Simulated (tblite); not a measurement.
Species: C5H7P2 (charge -1).
Atom-mapped SMILES: `[CH3:1][c:2]1[cH:3][p-:4][c:5]([CH3:6])[p:7]1` (hydrogens: H8, H9, H10 on C1; H11 on C3; H12, H13, H14 on C6)
Bond orders are those of one Lewis drawing.

Computed with GFN2-xTB (tblite), gas phase: L-BFGS steps from a force-field or distance-geometry start until the largest atomic force falls under 0.01 eV/Å.

Step 6: E = -530.3635 eV
```
atom  x, y, z in Å  |  force x, y, z in eV/Å
C1     -2.6070   -0.5595    0.0539   -0.072  -0.003   0.033
C2     -1.1971    0.0021    0.0171    0.121  -0.323   0.024
C3     -0.8504    1.3309    0.0518   -0.193  -0.278  -0.002
P4      0.8413    1.7513    0.0314    0.208   0.182   0.010
C5      1.4133    0.1106   -0.0136    0.150  -0.334  -0.058
C6      2.8813   -0.2791   -0.0884    0.257  -0.097  -0.049
P7      0.1705   -1.1191   -0.0294    0.029   0.046  -0.013
H8     -3.0858   -0.4342    1.0314    0.195   0.110   0.084
H9     -3.2864   -0.1002   -0.6702    0.213   0.187  -0.116
H10    -2.6054   -1.6351   -0.1535    0.211   0.147   0.008
H11    -1.5867    2.1258    0.0911   -0.077   0.018  -0.007
H12     3.3452   -0.0693   -1.0601   -0.343   0.107  -0.117
H13     3.0361   -1.3494    0.0830   -0.362  -0.018   0.004
H14     3.5305    0.2245    0.6333   -0.338   0.256   0.199
```

Step 7: E = -530.3891 eV
```
atom  x, y, z in Å  |  force x, y, z in eV/Å
C1     -2.5993   -0.5557    0.0549   -0.074  -0.012   0.018
C2     -1.1894   -0.0021    0.0180    0.079  -0.307   0.026
C3     -0.8422    1.3236    0.0503   -0.124  -0.226   0.011
P4      0.8499    1.7433    0.0327    0.115   0.327   0.004
C5      1.4144    0.1039   -0.0163    0.003  -0.172  -0.041
C6      2.8722   -0.2784   -0.0899    0.272  -0.099  -0.016
P7      0.1751   -1.1175   -0.0299   -0.020  -0.268  -0.022
H8     -3.0787   -0.4288    1.0302    0.179   0.111   0.126
H9     -3.2735   -0.0918   -0.6694    0.185   0.180  -0.140
H10    -2.5962   -1.6292   -0.1524    0.172   0.085  -0.007
H11    -1.5848    2.1064    0.0901   -0.135   0.171  -0.002
H12     3.3280   -0.0621   -1.0578   -0.221   0.092  -0.249
H13     3.0174   -1.3441    0.0847   -0.246  -0.165   0.006
H14     3.5064    0.2319    0.6326   -0.186   0.284   0.286
```

Step 8: E = -530.4155 eV
```
atom  x, y, z in Å  |  force x, y, z in eV/Å
C1     -2.5920   -0.5514    0.0563   -0.032   0.000   0.000
C2     -1.1802   -0.0119    0.0195    0.043  -0.145   0.028
C3     -0.8345    1.3127    0.0490   -0.041  -0.093   0.027
P4      0.8601    1.7392    0.0341   -0.067   0.247  -0.008
C5      1.4151    0.0953   -0.0199   -0.151   0.060  -0.019
C6      2.8669   -0.2793   -0.0916    0.160  -0.037   0.032
P7      0.1802   -1.1221   -0.0310   -0.012  -0.486  -0.029
H8     -3.0676   -0.4207    1.0315    0.142   0.102   0.137
H9     -3.2558   -0.0791   -0.6713    0.150   0.147  -0.128
H10    -2.5831   -1.6217   -0.1514    0.086  -0.010  -0.024
H11    -1.5851    2.0881    0.0889   -0.109   0.198  -0.001
H12     3.3055   -0.0526   -1.0603   -0.065   0.049  -0.295
H13     2.9930   -1.3421    0.0867   -0.067  -0.260   0.002
H14     3.4769    0.2453    0.6374   -0.036   0.227   0.276
```

Step 9: E = -530.4334 eV
```
atom  x, y, z in Å  |  force x, y, z in eV/Å
C1     -2.5872   -0.5483    0.0573    0.030   0.012  -0.008
C2     -1.1726   -0.0216    0.0211    0.035  -0.013   0.025
C3     -0.8302    1.3036    0.0485   -0.013   0.025   0.037
P4      0.8659    1.7394    0.0350   -0.200   0.064  -0.019
C5      1.4130    0.0901   -0.0229   -0.186   0.135  -0.004
C6      2.8659   -0.2804   -0.0923   -0.005   0.029   0.047
P7      0.1842   -1.1338   -0.0322    0.019  -0.401  -0.025
H8     -3.0567   -0.4128    1.0349    0.105   0.084   0.098
H9     -3.2399   -0.0671   -0.6751    0.123   0.100  -0.082
H10    -2.5719   -1.6164   -0.1511   -0.005  -0.063  -0.029
H11    -1.5868    2.0777    0.0881   -0.037   0.123  -0.002
H12     3.2876   -0.0448   -1.0674    0.028  -0.009  -0.186
H13     2.9738   -1.3453    0.0881    0.073  -0.190  -0.013
H14     3.4543    0.2592    0.6458    0.034   0.103   0.162
```

**Question.** Estimate the geometry and energy of step 10. (The exact step hangs on the optimiser's Hessian estimate; all steps are aligned on step 9, rigid shifts and turns removed.)

**Answer.** E = -530.4415 eV, largest force 0.212 eV/Å
```
atom  x, y, z in Å  |  force x, y, z in eV/Å
C1     -2.5848   -0.5466    0.0578    0.065   0.006  -0.005
C2     -1.1679   -0.0271    0.0224    0.037   0.019   0.018
C3     -0.8295    1.2996    0.0491   -0.036   0.042   0.037
P4      0.8653    1.7411    0.0350   -0.203  -0.057  -0.023
C5      1.4089    0.0892   -0.0245   -0.120   0.068   0.000
C6      2.8659   -0.2804   -0.0919   -0.101   0.048   0.029
P7      0.1865   -1.1459   -0.0333    0.025  -0.161  -0.017
H8     -3.0493   -0.4074    1.0384    0.086   0.066   0.038
H9     -3.2299   -0.0594   -0.6785    0.111   0.061  -0.034
H10    -2.5666   -1.6149   -0.1515   -0.057  -0.050  -0.021
H11    -1.5882    2.0752    0.0876    0.003   0.047  -0.002
H12     3.2793   -0.0413   -1.0739    0.040  -0.049  -0.031
H13     2.9659   -1.3500    0.0884    0.122  -0.039  -0.029
H14     3.4440    0.2677    0.6529    0.028  -0.002   0.039
```

The energy changes by -0.0081 eV. The first-order estimate −F·Δx gives -0.0125 eV and the mean of the old and new forces, exact on a quadratic surface, -0.0081 eV. The step makes an angle of 54° with the force vector and moves no atom by more than 0.015 Å.

What follows is the cost of the whole relaxation. On one thread, Arm Neoverse V1 (aarch64), no GPU (shared host), this took 0.21 s.
